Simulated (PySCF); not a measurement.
B(Me)2(SH) (C2H7BS), SMILES CB(S)C. Atoms are numbered in the order given.

```xyz
11

B      0.1521    -0.2273     0.2762
C      1.5706    -0.8607     0.0249
H      1.5486    -1.9455     0.2233
H      2.2806    -0.4372     0.7576
H      1.9852    -0.6963    -0.9799
C     -0.6522    -0.5296     1.5933
H     -1.0223    -1.5696     1.5362
H     -1.5193     0.1212     1.7759
H      0.0071    -0.4965     2.4763
S     -0.4930     0.8320    -1.0267
H     -1.6627     1.1894    -0.4515
```
Charge 0, spin multiplicity 1.

Coordinates come from a PBE0-D3(BJ)/def2-SVP optimisation. One conformer was computed; it need not be the lowest.

Two levels are set side by side: PBE/pcSseg-1 (PySCF) and B3LYP/pcSseg-1 (PySCF). GIAO shifts against BF3 (¹¹B), H2S (³³S), TMS (¹H), TMS (¹³C) at the same level; non-relativistic, no solvent, atoms listed together averaged. Differences are taken from unrounded values.

| quantity | PBE |
|---|---|
| δ(¹¹B) of B1 (ppm) | 63.1 |
| δ(³³S) of S10 (ppm) | 258.8 |
| δ(¹H) of H11 (ppm) | 3.62 |

These are the PBE values. What does B3LYP give? (The exact figures need the calculation; the answer reports its results.)


```json
[
 {"quantity": "δ(¹¹B) of B1 (ppm)", "B3LYP": "65.5", "PBE minus B3LYP": "-2.5"},
 {"quantity": "δ(³³S) of S10 (ppm)", "B3LYP": "238.9", "PBE minus B3LYP": "19.9"},
 {"quantity": "δ(¹H) of H11 (ppm)", "B3LYP": "3.32", "PBE minus B3LYP": "0.30"}
]
```

Rough cost on one machine, each run with all the roots and properties that it gave: B3LYP against PBE within a factor of 2.
